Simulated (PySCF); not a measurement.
# Dipole moment and polarisability of `C/C=C(/F)[SiH2]CC`

Species: C5H11FSi.
Cartesian coordinates in Å at the GFN2-xTB level; atoms count from 1:
```
atom  x, y, z in Å
C1    -2.4047    0.7304    0.2952
C2    -2.3312   -0.5133   -0.5182
C3    -1.2346   -1.2405   -0.6762
F4    -1.3427   -2.3556   -1.4626
Si5    0.5161   -1.0096    0.0184
C6     1.3624    0.4381   -0.8844
C7     2.7674    0.7136   -0.3605
H8    -1.4532    0.9433    0.7737
H9    -2.6806    1.5742   -0.3374
H10   -3.1729    0.6294    1.0613
H11   -3.2496   -0.8211   -1.0043
H12    0.4290   -0.7350    1.4599
H13    1.2368   -2.2616   -0.2200
H14    1.4186    0.2215   -1.9531
H15    0.7636    1.3458   -0.7875
H16    2.7402    0.9546    0.6999
H17    3.4042   -0.1582   -0.4920
H18    3.2225    1.5503   -0.8886
```

Level: CAM-B3LYP/def2-SVPD (PySCF), static field, nuclei fixed, core orbitals frozen in the response. The polarisability tensor in these axes (au):

```
x   105.65  -3.22  -0.99
y    -3.22  85.32   3.18
z    -0.99   3.18  74.55
```

Task: Diagonalise the tensor; give its mean and Δα, where Δα² is half the sum of the squared differences of the eigenvalues.

Result: Principal values 73.68, 85.62 and 106.22 au; mean 88.51 au = 13.12 Å³ = 14.59 × 10⁻⁴⁰ C²·m²/J; Δα = 28.51 au (32 % of the mean).

Task: What is the dipole moment, and where does it point?

Result: (0.17, 2.09, 0.71) D, 2.21 D in size, pointing from the negative to the positive side. Measured along this direction, the outermost atoms are F4 at the negative end and H18 and H16 at the positive end.

Task: Find the Langevin capture rate constant for H3+ (3.023 u) meeting this molecule (118.061 u), k = 2.342 × 10⁻⁹ cm³/s × √(α in Å³ / reduced mass in u).

Result: The reduced mass is 2.95 u, so k = 4.94 × 10⁻⁹ cm³/s. The formula leaves out the permanent dipole, which adds to the capture rate.

Task: What depolarisation ratio follows for Rayleigh scattering of linearly polarised light, taking the static tensor?

Result: ρ = 3Δα²/(45ᾱ² + 4Δα²) = 2438.2/(352513 + 3250.9) = 0.00685.

Task: Form Σ f/ω² (atomic units) for the 8 lowest TDDFT singlets, given as eV and f, and set it beside the mean polarisability, which is this sum over all singlets: 6.53, 0.2812; 6.94, 0.0469; 7.05, 0.0027; 7.36, 0.0063; 7.62, 0.0481; 7.70, 0.0114; 8.07, 0.0096; 8.14, 0.0526.

Result: They add up to 7.18 au, 8.1 % of the 88.51 au; the largest single term is 4.88 au, from the state at 6.53 eV. Terms in order: 4.88, 0.72, 0.04, 0.09, 0.61, 0.14, 0.11, 0.59 au. Higher excitations give the rest. The strengths listed sum to 0.459.

Task: In a dilute gas of rigid molecules at 273 K, how does the orientational term μ²/3kT compare with the electronic polarisability?

Result: In Gaussian units μ²/3kT = 43.26 Å³ against 13.12 Å³, a ratio of 3.30; the Debye molar polarisation (4π/3)N_A(α + μ²/3kT) is 142.2 cm³/mol, leaving out the vibrational part.

Task: Give the principal axes and the span of the nuclei along them.

Result: Largest value along (0.99, -0.16, -0.05), where the nuclei span 6.68 Å; middle along (0.17, 0.95, 0.26), 4.62 Å; least along (0.00, -0.26, 0.96), 3.54 Å. The response follows the extents in order.

The structure is a single GFN2-xTB conformer in the gas phase; no vibrational or solvent corrections.
